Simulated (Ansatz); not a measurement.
A run for Ansatz (a quantum-chemistry and plane-wave program): R-r2SCAN/def2-TZVPP on CH5OSb (SMILES C[O][SbH2]), a point of a torsion scan. Elements past Kr take the def2 small-core potentials; no spin–orbit coupling.

Ansatz 0.2 input:
```yaml
crystal:
  periodic: [false, false, false]
  atoms:
    - {symbol: C, position_ang: [1.12626889, 0.02977173, 0.03869454]}
    - {symbol: O, position_ang: [0.09023739, -0.47503358, -0.74709635]}
    - {symbol: Sb, position_ang: [-1.79572025, 0.07645564, -0.41623343]}
    - {symbol: H, position_ang: [1.16624769, 1.12340965, 0.02675253]}
    - {symbol: H, position_ang: [1.05216062, -0.30493246, 1.07771394]}
    - {symbol: H, position_ang: [2.05635764, -0.35416711, -0.38358966]}
    - {symbol: H, position_ang: [-2.10093820, -1.19380201, 0.69382458]}
    - {symbol: H, position_ang: [-2.18772826, -0.97302771, -1.67052191]}
basis:
  gaussian:
    orbitals: def2-TZVPP
hamiltonian:
  xc: {name: r2SCAN}
scf: {lower_state_search: off}
```

Program output:

```
WARN ansatz: RAYON_NUM_THREADS=1 ignored (pool sized by the plan → 1); use --threads N
Functional definition: r2SCAN
these checks for a lower state are left out or cut short: stability, starts, cluster_reference, orbital_swaps, neighbouring_geometries, increment
integrals: 0.08 GiB planned
1009 factors; their error is unknown
mean field: 0.67 GiB planned
mean field evaluation 1: about -9697.1030 eV, gradient 6.1e1 eV
mean field evaluation 2: about -9595.3288 eV, gradient 1.9e2 eV
mean field evaluation 4: about -9704.3386 eV, gradient 1.5e1 eV
mean field evaluation 8: about -9704.7535 eV, gradient 1.0e-1 eV
mean field evaluation 16: about -9704.7341 eV, gradient 1.6e-3 eV
mean field -9704.73410918 eV, -356.6424004072 hartree, gradient 4.0e-6 eV, S^2 0.000000; 0 other end points of the search recorded, 0 dependent functions left out
reference -9704.73412236 eV, -356.6424008917 hartree; 21, 21 occupied and 161, 161 virtual orbitals, 1009 factors
Total energy: -9704.73412236 eV, -356.6424008917 hartree
Checks for a lower state left out: stability, starts, cluster_reference, orbital_swaps, neighbouring_geometries, increment
```

Self-consistency was reached.

Cost: about 4 core-seconds (a rough figure).
